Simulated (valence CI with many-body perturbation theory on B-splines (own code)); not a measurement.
**Ce25+: one-electron terms**

Method: configuration interaction combined with many-body perturbation theory (CI+MBPT): five valence electrons over a frozen Dirac-Fock core [Ar] 3d10, radial functions for each j: 11 s, 11 p, 10 d, 8 f, 5 g, 2 h, with the one-electron correlation potential Σ1, the two-electron term Σ2, the three-electron term Σ3, Breit, model QED; selected CI, second order for the rest, scaled by the run's own slope (own B-spline code, finite nucleus).

No measured spectrum was set against this ion. As an estimate, levels hold to about 250 cm⁻¹ or 0.2 % of their energy and the worst to 1 %, as in measured heavy ions of charge 2 to 7; those with d or f electrons hold less well. Among the levels kept, up to 2100 cm⁻¹ of a level comes from second order outside the variational space, and about a tenth of that is noise between levels of different J, which matters for small intervals.

These are the spectroscopic orbitals of the CI (the correlating ones are not listed), shaped by the core and the other valence electrons. h is the expectation value of the core's Dirac-Fock operator, without the valence repulsion; Σ1 is computed up to l = 3 at one energy for each symmetry, that of its lowest orbital but kept below the first core excitation, so for empty shells it is not the orbital's own correlation shift; Breit and QED include the response of the core.

| Orbital | h (hartree) | Σ1 (cm⁻¹) | Breit (cm⁻¹) | QED (cm⁻¹) | ⟨r⟩ (bohr) |
| --- | --- | --- | --- | --- | --- |
| 4s1/2 | -40.491 | -12518 | 4474 | 3368 | 0.5799 |
| 5s1/2 | -23.753 | -4269 | 1897 | 1447 | 1.003 |
| 6s1/2 | -15.624 | -2006 | 961 | 742 | 1.546 |
| 7s1/2 | -11.063 | -1124 | 560 | 434 | 2.202 |
| 8s1/2 | -8.2453 | -697 | 356 | 276 | 2.972 |
| 9s1/2 | -6.3819 | -464 | 240 | 187 | 3.858 |
| 4p1/2 | -38.224 | -12752 | 6936 | -68.3 | 0.5849 |
| 5p1/2 | -22.669 | -4426 | 2971 | -27.3 | 1.025 |
| 6p1/2 | -15.033 | -2134 | 1548 | -13.8 | 1.581 |
| 7p1/2 | -10.706 | -1212 | 915 | -8.0 | 2.250 |
| 8p1/2 | -8.0127 | -759 | 586 | -5.1 | 3.035 |
| 9p1/2 | -6.2224 | -508 | 398 | -3.4 | 3.935 |
| 4p3/2 | -37.212 | -11614 | 4294 | 263 | 0.6025 |
| 5p3/2 | -22.208 | -4152 | 1848 | 115 | 1.048 |
| 6p3/2 | -14.784 | -2028 | 1021 | 60.9 | 1.609 |
| 7p3/2 | -10.556 | -1160 | 605 | 36.3 | 2.283 |
| 8p3/2 | -7.9156 | -730 | 389 | 23.4 | 3.073 |
| 9p3/2 | -6.1559 | -490 | 264 | 15.9 | 3.978 |
| 4d3/2 | -33.553 | -12267 | 2755 | -186 | 0.6047 |
| 5d3/2 | -20.485 | -4446 | 1228 | -79.8 | 1.079 |
| 6d3/2 | -13.844 | -2235 | 667 | -42.7 | 1.663 |
| 7d3/2 | -9.9859 | -1299 | 404 | -25.6 | 2.362 |
| 8d3/2 | -7.544 | -826 | 263 | -16.5 | 3.176 |
| 4d5/2 | -33.342 | -11882 | 1629 | -73.2 | 0.6096 |
| 5d5/2 | -20.386 | -4319 | 704 | -29.9 | 1.085 |
| 6d5/2 | -13.789 | -2172 | 382 | -15.6 | 1.671 |
| 7d5/2 | -9.9524 | -1263 | 230 | -9.2 | 2.371 |
| 8d5/2 | -7.522 | -804 | 149 | -5.9 | 3.186 |
| 4f5/2 | -29.436 | -11482 | 794 | -84.2 | 0.5852 |
| 5f5/2 | -18.659 | -3761 | 367 | -41.4 | 1.092 |
| 6f5/2 | -12.859 | -1852 | 200 | -23.5 | 1.705 |
| 7f5/2 | -9.3904 | -1073 | 121 | -14.5 | 2.432 |
| 4f7/2 | -29.398 | -11226 | 190 | -52.7 | 0.5867 |
| 5f7/2 | -18.636 | -3672 | 89.2 | -25.5 | 1.094 |
| 6f7/2 | -12.845 | -1808 | 49.6 | -14.3 | 1.707 |
| 7f7/2 | -9.3813 | -1049 | 30.2 | -8.8 | 2.434 |
| 5g7/2 | -17.866 |  | 14.9 | -5.9 | 1.022 |
| 6g7/2 | -12.405 |  | 13.5 | -4.2 | 1.648 |
| 7g7/2 | -9.1075 |  | 10.0 | -2.9 | 2.390 |
| 5g9/2 | -17.857 |  | -11.0 | 0.3 | 1.023 |
| 6g9/2 | -12.4 |  | -9.6 | -0.6 | 1.649 |
| 7g9/2 | -9.1044 |  | -7.2 | -0.6 | 2.391 |
| 6h9/2 | -12.302 |  |  |  | 1.492 |
| 6h11/2 | -12.299 |  |  |  | 1.492 |

Among the shells of the start configuration 4s2 4p3, Σ1 is largest in size for 4p1/2, where it is 0.15 % of h.

Lowest root of each symmetry, sizes in configuration state functions:

```csv
J,Parity,Roots,Reference,Variational,Second order,Change by selected CI (cm⁻¹),Change by second order (cm⁻¹)
1/2,even,9,64,31959,1121366,-10852,-166
3/2,even,13,107,31993,2160934,-9678,-526
5/2,even,12,118,31499,2837485,-8277,-635
7/2,even,6,96,31971,2522512,-11010,-701
9/2,even,3,67,31985,2320944,-11436,-589
1/2,odd,22,100,31970,1287127,-8858,-444
3/2,odd,35,171,31704,2500879,-7264,-696
5/2,odd,35,193,31861,3305313,-6754,-1147
7/2,odd,29,176,31996,3788326,-10567,-934
9/2,odd,15,127,32000,3622634,-11317,-802
11/2,odd,5,76,31526,3119274,-12707,-900
```
